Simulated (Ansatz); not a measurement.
Gas-phase reaction in SMILES: [SiH3][SiH2]F → F[SiH][SiH3] + H atom (the H-Si bond breaks)

Quantity: bond dissociation energy (enthalpy at 298 K), in kcal/mol. Terms: dispersion terms only where a functional's name holds one; valence correlation only; six Cartesian d functions in 6-31G* and its kin unless marked 5d; UHF or UKS for open shells; no spin-orbit coupling; LANL2DZ with its own core potentials from Na on; non-relativistic. CBS(X,Y): correlation extrapolated as X^-3; Hartree-Fock from the larger set. First-principles rows: single points at B3LYP-D3(BJ) geometries (Ansatz, a quantum-chemistry and plane-wave program), with unscaled harmonic terms from B3LYP/6-31G* (Ansatz) at its own minima.

Coupled cluster (Ansatz) is a level with limits of its own, used here on species with T1 under 0.025 (0.045 for open shells) and stable references: CCSD(T)/CBS(aug-cc-pV(T+d)Z,aug-cc-pV(Q+d)Z).

Value to compare with, CCSD(T)/CBS(aug-cc-pV(T+d)Z,aug-cc-pV(Q+d)Z) (Ansatz): 91.2 kcal/mol.

```json
[
 {"level": "HF/STO-3G", "program": "Ansatz", "bond dissociation energy (enthalpy at 298 K) (kcal/mol)": "99.1", "difference": "7.9"},
 {"level": "PBE/STO-3G", "program": "Ansatz", "bond dissociation energy (enthalpy at 298 K) (kcal/mol)": "111.5", "difference": "20.3"},
 {"level": "PBE/6-31G*", "program": "Ansatz", "bond dissociation energy (enthalpy at 298 K) (kcal/mol)": "84.9", "difference": "-6.3"},
 {"level": "B3LYP/3-21G", "program": "Ansatz", "bond dissociation energy (enthalpy at 298 K) (kcal/mol)": "86.3", "difference": "-4.9"},
 {"level": "PBE0/6-31G*", "program": "Ansatz", "bond dissociation energy (enthalpy at 298 K) (kcal/mol)": "86.5", "difference": "-4.7"},
 {"level": "MP2/LANL2DZ", "program": "Ansatz", "bond dissociation energy (enthalpy at 298 K) (kcal/mol)": "74.9", "difference": "-16.3"},
 {"level": "r2SCAN-D4/def2-TZVPD", "program": "Ansatz + dftd4", "bond dissociation energy (enthalpy at 298 K) (kcal/mol)": "85.8", "difference": "-5.4"},
 {"level": "PBE0/def2-TZVPD", "program": "Ansatz", "bond dissociation energy (enthalpy at 298 K) (kcal/mol)": "85.4", "difference": "-5.8"},
 {"level": "wB97X-V/def2-TZVPD", "program": "Ansatz", "bond dissociation energy (enthalpy at 298 K) (kcal/mol)": "90.5", "difference": "-0.7"}
]
```

Among the 6 habitual levels, PBE/STO-3G lies farthest from CCSD(T)/CBS(aug-cc-pV(T+d)Z,aug-cc-pV(Q+d)Z) (Ansatz) (20.3 kcal/mol); 2 of 6 lie above it, and their mean absolute difference is 10.1 kcal/mol, the median 7.1. One case shows no general order.

The levels are drawn from those run, B3LYP/6-31G* more often than the rest, none by its result; left out are runs that failed, that the program found above a lower state of the same kind, or whose <S^2> lies over 0.5 above the pure value.
